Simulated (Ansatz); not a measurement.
`[OH][Al]([Br])[Br]`, charge 0, multiplicity 1.

(1) Give a relaxed structure at PBE0-D4/def2-TZVP (Ansatz 0.2.0). (An estimate is asked.)

Results:

(1) Computed: 
Z-matrix (Å, degrees):
```
Al
O 1 1.678
Br 1 2.228 2 118.4
Br 1 2.239 2 121.2 3 -180.0
H 2 0.957 1 122.8 3 180.0
```
Point group Cs.
